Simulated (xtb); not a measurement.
O$_{2}$Zr, charge +1, doublet, from a rough starting geometry (GFN-xTB shapes and energies of metal compounds can be far from the true ones) (the multiplicity is a formal guess); GFN2-xTB in xtb.

Input for xtb:
```
$ xtb mol.xyz --gfn 2 --chrg 1 --uhf 1 --opt vtight --json

# file mol.xyz
3

Zr     0.01122022    -0.00747082    -0.04294345
O      1.41587332     0.27437981    -1.16812804
O     -1.30853011    -0.23419736     1.10817236
```

### Question
Predict the main parts of the log of this xtb run.

### Answer

```
   ID    Z sym.   atoms
    1   40 Zr     1
    2    8 O      2, 3

           -------------------------------------------------
          |                Calculation Setup                |
           -------------------------------------------------

           -------------------------------------------------
          |                 G F N 2 - x T B                 |
           -------------------------------------------------

          ...................................................
          :                      SETUP                      :
          :.................................................:
          :  # basis functions                  18          :
          :  # atomic orbitals                  17          :
          :  # shells                            7          :
          :  # electrons                        15          :
          :  max. iterations                   250          :
          :  Hamiltonian                  GFN2-xTB          :
          :  restarted?                      false          :
          :  GBSA solvation                  false          :
          :  PC potential                    false          :
          :  electronic temp.          300.0000000     K    :
          :  accuracy                    1.0000000          :
          :  -> integral cutoff          0.2500000E+02      :
          :  -> integral neglect         0.1000000E-07      :
          :  -> SCF convergence          0.1000000E-05 Eh   :
          :  -> wf. convergence          0.1000000E-03 e    :
          :  Broyden damping             0.4000000          :
          :  net charge                          1          :
          :  unpaired electrons                  1          :
          ...................................................

 iter      E             dE          RMSdq      gap      omega  full diag
   1     -8.8898815 -0.888988E+01  0.314E+01    0.54       0.0  T
   2     -9.0204326 -0.130551E+00  0.221E+01    3.12       1.0  T
   3     -8.9081977  0.112235E+00  0.101E+01    0.35       1.0  T
   4     -9.0390194 -0.130822E+00  0.249E+00    1.85       1.0  T
   5     -9.0305206  0.849886E-02  0.275E+00    1.80       1.0  T
   6     -9.0621526 -0.316321E-01  0.530E-01    1.80       1.0  T
   7     -9.0622718 -0.119203E-03  0.162E-01    1.86       1.0  T
   8     -9.0623150 -0.431792E-04  0.656E-02    1.87       1.0  T
   9     -9.0623164 -0.139570E-05  0.142E-02    1.86       4.1  T
[...]
 * total energy  :    -9.0205893 Eh     change       -0.1323958E-02 Eh
 * total energy  :    -9.0249421 Eh     change       -0.4352815E-02 Eh
 * total energy  :    -9.0259881 Eh     change       -0.1046065E-02 Eh
 * total energy  :    -9.0309266 Eh     change       -0.4938478E-02 Eh
 * total energy  :    -9.0447248 Eh     change       -0.1379822E-01 Eh
 * total energy  :    -9.0527717 Eh     change       -0.8046841E-02 Eh
 * total energy  :    -9.0553130 Eh     change       -0.2541321E-02 Eh
 * total energy  :    -9.0554968 Eh     change       -0.1837566E-03 Eh
 * total energy  :    -9.0555085 Eh     change       -0.1175352E-04 Eh
 * total energy  :    -9.0555131 Eh     change       -0.4539706E-05 Eh
 * total energy  :    -9.0555145 Eh     change       -0.1453903E-05 Eh
 * total energy  :    -9.0555145 Eh     change       -0.1717343E-08 Eh
   *** GEOMETRY OPTIMIZATION CONVERGED AFTER 13 ITERATIONS ***
         :: total energy              -9.055514512983 Eh    ::
[...]
        13                         -0.4738334             -12.8937
        14                         -0.4304701             -11.7137
        15                         -0.3187488              -8.6736
        16                         -0.0458509              -1.2477
        17                         -0.0358558              -0.9757
      -------------------------------------------------------------
                  HL-Gap            0.1087248 Eh            2.9586 eV
             Fermi-level           -0.6811470 Eh          -18.5350 eV

     #   Z          covCN         q      C6AA      α(0)
     1  40 Zr       1.404     1.408   412.505    46.516
     2   8 O        0.702    -0.204    18.185     5.714
     3   8 O        0.702    -0.204    18.185     5.714

 Mol. C6AA /au·bohr⁶  :        796.205772
 Mol. C8AA /au·bohr⁸  :      87853.538058
 Mol. α(0) /au        :         57.943800

Wiberg/Mayer (AO) data.
largest (>0.10) Wiberg bond orders for each atom

 ---------------------------------------------------------------------------
     #   Z sym  total        # sym  WBO       # sym  WBO       # sym  WBO
 ---------------------------------------------------------------------------
     1  40 Zr   3.733 --     3 O    1.867     2 O    1.867
     2   8 O    2.326 --     1 Zr   1.867     3 O    0.460
     3   8 O    2.326 --     1 Zr   1.867     2 O    0.460
 ---------------------------------------------------------------------------

Topologies differ in total number of bonds
Writing topology from bond orders to xtbtopo.mol

molecular dipole:
                 x           y           z       tot (Debye)
 q only:       -1.050      -1.223      -1.674
   full:       -1.917      -2.181      -2.914      10.457
molecular quadrupole (traceless):
                xx          xy          yy          xz          yz          zz
 q only:       -1.697       0.421       1.102       3.394       1.966       0.595
  q+dip:       -2.935       2.269       0.991       6.544       5.104       1.944
   full:       -4.204       0.377       3.423       8.490       4.101       0.782

optimized geometry written to: xtbopt.xyz

           -------------------------------------------------
          | TOTAL ENERGY               -9.055514512983 Eh   |
          | GRADIENT NORM               0.000010904366 Eh/α |
          | HOMO-LUMO GAP               2.958552034960 eV   |
           -------------------------------------------------

normal termination of xtb
```
